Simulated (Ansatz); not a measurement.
## Abstraction of F: SF2 + C2HF2Si → SF + C2HF3Si

Species: SF2 (sulfur difluoride) `FSF`, singlet; C2HF2Si `C#C[Si](F)F`, doublet; SF (Monosulfur monofluoride), doublet; C2HF3Si `C#C[Si](F)(F)F`, singlet. A radical takes F: the energy is the difference in strength between the S–F bond broken and the Si–F bond made.

Shapes, held fixed at every level: PBE0-D4/def2-TZVP. Programs: Ansatz 0.2.0. The zero-point and thermal change to 298 K, harmonic and unscaled (PBE0-D4/def2-TZVP), is +3.5 kJ/mol.

```
                level                    kind  ΔH(298 K) (kJ/mol)  less CCSD(T)/CBS estimate
         MP2/def2-SVP     perturbation theory              -339.7                      -22.4
          HF/def2-SVP            Hartree–Fock              -359.9                      -42.6
 r2SCAN-D4/def2-TZVPP                meta-GGA              -295.4                      +21.9
  B3LYP-D4/def2-TZVPP           global hybrid              -302.2                      +15.1
r2SCAN0-D4/def2-TZVPP           global hybrid              -310.9                       +6.4
   wB97X-V/def2-TZVPP  range-separated hybrid              -307.5                       +9.8
        CCSD/def2-SVP   coupled cluster or CI              -339.2                      -21.9
 CCSD(T)/CBS estimate   coupled cluster or CI              -317.3                        0.0
```

The highest level, CCSD(T)/CBS estimate, gives ΔH(298 K) = -317.3 kJ/mol; the levels span -359.9 to -295.4. The column of differences is taken from that level and isn't an error. No measured value is set beside it here. Open shells run unrestricted. The CBS estimate extrapolates MP2 from def2-TZVPP and def2-QZVPP and adds CCSD(T) − MP2 in the triple-zeta set, cores frozen.
